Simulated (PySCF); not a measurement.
silyloxysilylformaldehyde (CH6O2Si2), SMILES [SiH2](C=O)O[SiH3]. Atoms are numbered in the order given.

```xyz
11

O     -0.2588    -3.2054     0.0000
C     -0.6348    -2.0546     0.0000
Si     0.6588    -0.6268     0.0000
O     -0.1569     0.8144     0.0000
Si    -0.1946     2.4757     0.0000
H     -1.7371    -1.8122     0.0000
H      1.5041    -0.7661     1.2186
H      1.5041    -0.7661    -1.2186
H     -1.6165     2.9108     0.0000
H      0.4908     3.0025     1.2150
H      0.4908     3.0025    -1.2150
```
Charge 0, spin multiplicity 1.

Geometry: B3LYP-D3(BJ)/def2-SVP. Other conformers were not sampled.

Method: PySCF with TDA-PBE/def2-SVPD.

Vertical excitations. Isolated molecule, no solvent. State labels are in the subgroup Cs.

```tsv
state	symmetry	energy (eV)	λ (nm)	f	main pairs
S1	A"	3.09	402	0.001	HOMO→LUMO 100 %
S2	A'	4.54	273	0.002	HOMO→LUMO+1 98 %
S3	A'	4.61	269	0.006	HOMO−1→LUMO 96 %
S4	A"	4.90	253	0.000	HOMO−2→LUMO 100 %
S5	A'	5.71	217	0.015	HOMO→LUMO+2 79 %, HOMO−3→LUMO 14 %
S6	A'	5.72	217	0.009	HOMO→LUMO+3 90 %
S7	A'	5.90	210	0.061	HOMO−3→LUMO 66 %, HOMO→LUMO+2 15 %
S8	A'	6.11	203	0.014	HOMO→LUMO+4 88 %
S9	A'	6.29	197	0.037	HOMO→LUMO+5 91 %
S10	A"	6.30	197	0.000	HOMO→LUMO+6 98 %
T1	A"	2.35	527	0	HOMO→LUMO 100 %
T2	A'	4.43	280	0	HOMO→LUMO+1 94 %
T3	A'	4.45	279	0	HOMO−1→LUMO 93 %
T4	A"	4.84	256	0	HOMO−2→LUMO 100 %
```
Triplets are in the Tamm–Dancoff approximation.
